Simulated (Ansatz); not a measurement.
Ideal-gas functions of ClHfI₃, SMILES `[Cl][Hf]([I])([I])[I]` at 800 K and 1 bar, from an Ansatz frequency run at PBE0-D4/def2-TZVP.

Molar mass 594.66 g/mol, point group C3v (symmetry number 3), electronic degeneracy 1, moments of inertia 1595.478, 1595.493, 2432.944 u Å². Harmonic wavenumbers (cm⁻¹, unscaled): 47, 47, 56, 80, 80, 180, 219, 219, 391.

Use S(trans) = R[1.5 ln M + 2.5 ln T − 1.1517]; rotational temperatures θ = 24.2544 K / I; S(rot) = R[ln(√π/σ · √(T³/θAθBθC)) + 1.5]; for each mode x = 1.438777 ν̃/T, S = R[x/(eˣ − 1) − ln(1 − e⁻ˣ)] and H = RT x/(eˣ − 1); 1 cm⁻¹ = 0.0119627 kJ/mol; R = 8.31446 J/(mol·K).

**Question.** By hand: the entropy, in J/(mol·K).

**Answer.** Translation 209.0. Rotation: θ = 0.0152, 0.0152, 0.01 K, giving 145.4. Vibration, mode by mode: 28.86, 28.86, 27.40, 24.44, 24.44, 17.73, 16.11, 16.11, 11.41, in all 195.4. Electronic 0.0. Sum 549.8 J/(mol·K).

**Question.** By hand: H − E and G − E in kJ/mol, counted from the electronic energy.

**Answer.** Zero-point energy ½ × 1319 × 0.0119627 = 7.9; thermal vibration 52.5; translation, rotation and pV give 4 RT = 26.6. H − E = 87.0 kJ/mol, and G − E = 87.0 − 800 × 549.8/1000 = -352.8 kJ/mol.

Vibration gives 36 % of the entropy, 134.0 J/(mol·K) of it from the modes under 150 cm⁻¹: soft modes count most, and the harmonic formula is weakest for them.
